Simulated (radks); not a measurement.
The numbers below are computed, except where a source is named.
Question: Zr2+, 38 electrons, occupied as [Kr] 4d2. Level of theory: scalar-relativistic Kohn-Sham, LDA (Slater exchange, Perdew-Wang correlation), spin-polarised, spherical densities, finite nucleus; open shells are filled with parallel spins first (spin-orbit coupling, left out, can overturn this in heavy ions); Fermi nuclear charge, rms radius 4.2694 fm (a radial shooting solver on a logarithmic mesh with Libxc functionals). Some entries of the table are withheld. Estimate them.

orbital,occ.,eigenvalue (eV),<r^2> (bohr^2)
1s down,1,-17813.36,0.001857
1s up,1,-17813.36,0.001857
2s up,1,-2481.412,0.03124
2s down,1,-2481.246,0.03124
2p up,3,-2216.210,0.02458
2p down,3,-2216.083,0.02458
3s up,1,-418.2798,0.2421
3s down,1,-418.1598,0.2420
3p up,3,-331.8950,0.2497
3p down,3,-331.7644,0.2496
3d up,5,-189.6157,0.2482
3d down,5,-189.4363,0.2480
4s up,1,-69.5254,1.669
4s down,1,-68.5043,1.656
4p up,3,(1),2.139
4p down,3,(2),2.120
4d up,2,-18.0592,4.745
4d down,0,-16.7268,4.847
5s up,0,-16.6654,10.87
5s down,0,-15.6176,11.42
5p up,0,-12.0210,15.40
5p down,0,-11.2481,16.55

Answer: 
(1) 4p up eigenvalue (eV): -47.5364
(2) 4p down eigenvalue (eV): -46.3823
